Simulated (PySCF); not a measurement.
# Basis-set dependence of population analyses: `P[SiH](P)P`

Species: H7P3Si.
SMILES with atom numbers: `[PH2:1][SiH:2]([PH2:3])[PH2:4]` (hydrogens: H5, H6 on P1; H7 on Si2; H8, H9 on P3; H10, H11 on P4)

PBE0 throughout (PySCF), one geometry, spherical d and f functions. The structure is a single PBE0-D3(BJ)/def2-SVP conformer in the gas phase; no vibrational or solvent corrections. Atoms taken as equivalent share a column and are averaged.

Mulliken charges (e):

| basis | functions | P1/P3/P4 | Si2 | H5 (×6) | H7 |
| --- | --- | --- | --- | --- | --- |
| STO-3G | 43 | +0.139 | +0.201 | -0.083 | -0.117 |
| 6-31G | 66 | -0.063 | +0.173 | +0.009 | -0.038 |
| pcSseg-0 | 66 | -0.308 | +0.199 | +0.110 | +0.068 |
| 6-31G* | 86 | -0.150 | +0.178 | +0.048 | -0.015 |
| cc-pVDZ | 107 | -0.106 | +0.066 | +0.041 | +0.009 |
| def2-SVP | 107 | -0.094 | +0.149 | +0.024 | -0.010 |
| aug-cc-pVDZ | 171 | -0.983 | +0.050 | +0.412 | +0.429 |
| 6-311+G(2d,p) | 182 | -0.301 | +0.441 | +0.082 | -0.027 |
| def2-TZVP | 190 | -0.233 | +0.154 | +0.090 | +0.006 |
| cc-pVTZ | 234 | -0.136 | +0.158 | +0.044 | -0.017 |
| IGLO-III | 246 | -0.061 | +0.548 | -0.040 | -0.127 |

IAO charges (e):

```json
{"basis": "STO-3G", "functions": "43", "P1/P3/P4": "+0.046", "Si2": "+0.288", "H5 (×6)": "-0.053", "H7": "-0.109"}
{"basis": "6-31G", "functions": "66", "P1/P3/P4": "-0.112", "Si2": "+0.261", "H5 (×6)": "+0.020", "H7": "-0.043"}
{"basis": "pcSseg-0", "functions": "66", "P1/P3/P4": "-0.130", "Si2": "+0.216", "H5 (×6)": "+0.033", "H7": "-0.026"}
{"basis": "6-31G*", "functions": "86", "P1/P3/P4": "-0.083", "Si2": "+0.353", "H5 (×6)": "-0.003", "H7": "-0.086"}
{"basis": "cc-pVDZ", "functions": "107", "P1/P3/P4": "-0.094", "Si2": "+0.360", "H5 (×6)": "+0.002", "H7": "-0.088"}
{"basis": "def2-SVP", "functions": "107", "P1/P3/P4": "-0.086", "Si2": "+0.358", "H5 (×6)": "-0.001", "H7": "-0.090"}
{"basis": "aug-cc-pVDZ", "functions": "171", "P1/P3/P4": "-0.103", "Si2": "+0.369", "H5 (×6)": "+0.005", "H7": "-0.088"}
{"basis": "6-311+G(2d,p)", "functions": "182", "P1/P3/P4": "-0.089", "Si2": "+0.377", "H5 (×6)": "-0.002", "H7": "-0.095"}
{"basis": "def2-TZVP", "functions": "190", "P1/P3/P4": "-0.090", "Si2": "+0.386", "H5 (×6)": "-0.003", "H7": "-0.098"}
{"basis": "cc-pVTZ", "functions": "234", "P1/P3/P4": "-0.096", "Si2": "+0.380", "H5 (×6)": "+0.001", "H7": "-0.094"}
{"basis": "IGLO-III", "functions": "246", "P1/P3/P4": "-0.088", "Si2": "+0.378", "H5 (×6)": "-0.003", "H7": "-0.097"}
```

Hirshfeld charges (e):

| basis | functions | P1/P3/P4 | Si2 | H5 (×6) | H7 |
| --- | --- | --- | --- | --- | --- |
| STO-3G | 43 | +0.062 | +0.192 | -0.048 | -0.091 |
| 6-31G | 66 | -0.028 | +0.161 | -0.003 | -0.060 |
| pcSseg-0 | 66 | -0.023 | +0.183 | -0.008 | -0.065 |
| 6-31G* | 86 | -0.029 | +0.165 | -0.002 | -0.067 |
| cc-pVDZ | 107 | -0.015 | +0.179 | -0.010 | -0.076 |
| def2-SVP | 107 | -0.011 | +0.181 | -0.011 | -0.079 |
| aug-cc-pVDZ | 171 | -0.016 | +0.181 | -0.010 | -0.074 |
| 6-311+G(2d,p) | 182 | -0.012 | +0.173 | -0.011 | -0.073 |
| def2-TZVP | 190 | -0.017 | +0.177 | -0.009 | -0.074 |
| cc-pVTZ | 234 | -0.016 | +0.180 | -0.010 | -0.074 |
| IGLO-III | 246 | -0.011 | +0.182 | -0.012 | -0.078 |

ESP-fitted charges (e):

| basis | functions | P1/P3/P4 | Si2 | H5 (×6) | H7 |
| --- | --- | --- | --- | --- | --- |
| STO-3G | 43 | -0.255 | +0.347 | +0.079 | -0.055 |
| 6-31G | 66 | -0.464 | +0.294 | +0.177 | +0.035 |
| pcSseg-0 | 66 | -0.518 | +0.385 | +0.192 | +0.018 |
| 6-31G* | 86 | -0.382 | +0.314 | +0.139 | +0.001 |
| cc-pVDZ | 107 | -0.337 | +0.314 | +0.119 | -0.015 |
| def2-SVP | 107 | -0.352 | +0.315 | +0.126 | -0.012 |
| aug-cc-pVDZ | 171 | -0.319 | +0.320 | +0.109 | -0.018 |
| 6-311+G(2d,p) | 182 | -0.328 | +0.335 | +0.112 | -0.023 |
| def2-TZVP | 190 | -0.321 | +0.332 | +0.109 | -0.024 |
| cc-pVTZ | 234 | -0.317 | +0.319 | +0.109 | -0.020 |
| IGLO-III | 246 | -0.290 | +0.277 | +0.101 | -0.015 |

Some averages cover members that differ in this geometry, most widely: H5 (×6), ESP-fitted in 6-31G +0.159 to +0.194; H5 (×6), ESP-fitted in pcSseg-0 +0.176 to +0.207; H5 (×6), ESP-fitted in 6-31G* +0.124 to +0.153 e.

**Question.** Which scheme is steadiest as the basis changes?

**Answer.** Largest range over the bases for any column: Hirshfeld 0.09 e, IAO 0.18 e, ESP-fitted 0.26 e, Mulliken 1.12 e. Hirshfeld charges move least and Mulliken charges most, counted in e. Without the minimal STO-3G basis the ranges are Hirshfeld 0.02, IAO 0.17, ESP-fitted 0.23, Mulliken 0.92 e.

**Question.** How much do the charges still move between the two largest bases, cc-pVTZ and IGLO-III?

**Answer.** At most, over all atoms: Mulliken 0.390 e, IAO 0.009 e, Hirshfeld 0.005 e, ESP-fitted 0.041 e.

**Question.** What do the same runs give for the total energy, the frontier levels and the dipole moment?

**Answer.** 
```csv
basis,energy (Eh),HOMO (eV),LUMO (eV),μ (D)
STO-3G,-1302.3363,-4.15,4.68,0.53
6-31G,-1317.0472,-7.41,-0.32,1.01
pcSseg-0,-1315.6628,-7.61,-0.41,1.14
6-31G*,-1317.1726,-7.38,-0.27,0.77
cc-pVDZ,-1317.2581,-7.33,-0.17,0.66
def2-SVP,-1316.8451,-7.39,-0.12,0.73
aug-cc-pVDZ,-1317.2658,-7.40,-0.61,0.53
"6-311+G(2d,p)",-1317.2988,-7.43,-0.59,0.56
def2-TZVP,-1317.3020,-7.39,-0.47,0.55
cc-pVTZ,-1317.3157,-7.39,-0.41,0.55
IGLO-III,-1317.2980,-7.36,-0.30,0.54
```

The dipole is fixed by the density alone, so its range of 0.61 D shows that the density itself changes with the basis, not only its division among atoms.
